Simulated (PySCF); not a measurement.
1,8-naphthyridine, C8H6N2.
Atom-mapped SMILES: `[cH:1]1[cH:2][n:3][c:4]2[n:5][cH:6][cH:7][cH:8][c:9]2[cH:10]1` (hydrogens: H11 on C1; H12 on C2; H13 on C6; H14 on C7; H15 on C8; H16 on C10)

The closed-shell ground state was solved at several levels (PySCF, density fitting, gas phase, non-relativistic). Isolated species at its PBE0-D3(BJ)/def2-SVP geometry, gas phase.

```tsv
level	basis functions	total energy (Eh)	HOMO (eV)	LUMO (eV)	gap (eV)	dipole (D)
KT3/pcSseg-1	200	-424.6534	-5.92	-2.74	3.18	3.99
CAM-B3LYP/def2-SVPD	248	-417.4566	-8.71	-1.00	7.71	4.35
PBE0/pcSseg-1	200	-417.4244	-7.28	-2.01	5.27	4.30
```

(1) Estimate the row for B3LYP/pcJ-1, a basis of 330 functions; the other rows only guide the guess.

(2) Over all these levels, which gives the widest orbital gap and which the narrowest?

(3) How far do the dipole and the HOMO energy spread over the levels?

Results:

(1) Total energy -417.9741 Eh, HOMO -7.01 eV, LUMO -2.13 eV, gap 4.88 eV, dipole 4.28 D.

(2) CAM-B3LYP/def2-SVPD (range-separated hybrid) has the widest, 7.71 eV, and KT3/pcSseg-1 (GGA) the narrowest, 3.18 eV. Functional and basis both differ between the two, so the spread mixes both effects.

(3) The dipole runs from 3.99 to 4.35 D (mean 4.23 D) and the HOMO from -8.71 to -5.92 eV.
